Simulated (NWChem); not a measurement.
Species: CaO; SMILES [O]=[Ca]

Computed with NWChem. All runs use the structure optimised with B3LYP/6-31G* (spherical d). Level B3LYP/def2-SVP: energy and gradient on several grids; changes count from the extra-fine grid, which is no exact limit either.

Task: Which is the coarsest grid (xcoarse; xfine; coarse; fine; medium) from which on the energy stays within 50 μHa and each gradient component within 100 μHa/bohr of xfine?

Result: medium.
```csv
grid,size of the energy change (μHa),largest change of a gradient component (μHa/bohr)
xcoarse,100,1000
coarse,< 10,200
medium,< 10,< 30
fine,< 10,< 30
xfine,< 10,< 30
```
